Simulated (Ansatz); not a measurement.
Start from `C[N](C)[Zr]([F])([F])[F]` and change one element to get `C[N](C)[Hf]([F])([F])[F]`.

Ansatz, PBE0-D4/def2-TZVP geometries, multiplicity 1. Each molecule was computed in one conformer, which needn't be the lowest.

Elements past krypton have def2 core potentials.

| property | `C[N](C)[Zr]([F])([F])[F]` |
| --- | --- |
| HOMO–LUMO gap (B3LYP/def2-TZVPP) / eV | 5.76 |
| HOMO energy (ωB97M-V/def2-TZVPP) / eV | -9.32 |
| LUMO energy (PBE0/def2-TZVPP) / eV | -0.85 |
| HOMO–LUMO gap (PBE0/def2-TZVPP) / eV | 6.22 |
| size of the dipole moment (B3LYP/def2-TZVPP) / D | 2.88 |
| size of the dipole moment (PBE/def2-TZVPP) / D | 2.81 |

Q: What does the change do to each property? (Best estimate.)

A: Computed: 
| property | `C[N](C)[Hf]([F])([F])[F]` | shift |
| --- | --- | --- |
| HOMO–LUMO gap (B3LYP/def2-TZVPP) / eV | 6.09 | 0.33 |
| HOMO energy (ωB97M-V/def2-TZVPP) / eV | -9.26 | 0.06 |
| LUMO energy (PBE0/def2-TZVPP) / eV | -0.39 | 0.46 |
| HOMO–LUMO gap (PBE0/def2-TZVPP) / eV | 6.62 | 0.40 |
| size of the dipole moment (B3LYP/def2-TZVPP) / D | 2.65 | -0.23 |
| size of the dipole moment (PBE/def2-TZVPP) / D | 2.59 | -0.22 |

With PBE0 the HOMO rises by 0.07 eV and the LUMO rises by 0.46 eV, so the gap widens by about 0.39 eV. PBE moves the HOMO by 0.07 eV and ωB97M-V by 0.06 eV. Dipoles are sizes alone; their direction can turn.

B3LYP here is the variant with VWN-RPA as its local correlation; programs differ in this.
